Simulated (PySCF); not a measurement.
Spin-state energies of [Ru(NH3)6]3+

[Ru(NH3)6]3+: Ru(III) (d5), charge +3. The structure is a PBE0-D3(BJ)/def2-SVP, IEF-PCM water geometry optimised for multiplicity 2; coordination octahedral, point group Ci, metal–donor distances 2.10 Å.

The d shell alone is too small an active space for [Ru(NH3)6]3+ (an active orbital has only 0.61 squared overlap with the free ion's shell): its levels, fitted parameters, g values and moments show what this model gives and aren't sound predictions.

```
25

Ru    0.000    0.000    0.000
N     2.100    0.009   -0.045
H     2.511    0.943    0.025
H     2.506   -0.522    0.732
H     2.489   -0.414   -0.892
N    -2.100   -0.009    0.045
H    -2.511   -0.943   -0.025
H    -2.489    0.414    0.892
H    -2.506    0.522   -0.732
N     0.009    2.102    0.000
H     0.011    2.516    0.936
H     0.809    2.509   -0.491
H    -0.818    2.488   -0.465
N    -0.009   -2.102    0.000
H    -0.011   -2.516   -0.936
H     0.818   -2.488    0.465
H    -0.809   -2.509    0.491
N    -0.045    0.000    2.105
H     0.883    0.024    2.536
H    -0.539    0.812    2.484
H    -0.517   -0.818    2.498
N     0.045    0.000   -2.105
H    -0.883   -0.024   -2.536
H     0.517    0.818   -2.498
H     0.539   -0.812   -2.484
```

Method (PySCF 2.14, density fitting): CASSCF(5,5) with orbitals averaged over all microstates of the shell, strongly contracted NEVPT2 on the averaged canonical orbitals; basis x2c-TZVPall on the metal, x2c-SVPall elsewhere; spin-free X2C; IEF-PCM water; spin-orbit coupling by state interaction with the mean-field operator over all roots.

The unrestricted Kohn–Sham energies use the same basis, Hamiltonian, solvent and geometry. All energies are vertical, in cm⁻¹ above the lowest state with 2S+1 = 6; a negative value means that the lower spin is more stable. A dash marks a spin without a sound unrestricted solution.

| method | 2S+1 = 4 | 2S+1 = 2 |
| --- | --- | --- |
| CASSCF | -9032 | -27218 |
| NEVPT2 | -17431 | -42678 |
| TPSSh | – | -47924 |
| B3LYP | – | -46868 |

(1) How does exact exchange act on the 2S+1 = 2 state?

The functionals differ in more than their exact exchange.

The active space of the d orbitals alone lacks metal–ligand bonding pairs, which usually tilts NEVPT2 towards high spin.

## Answers

(1) From TPSSh (10 % exact exchange) to B3LYP (20 %) it moves by +1055 cm⁻¹ against the high-spin state, so more exact exchange favours high spin, the usual trend.
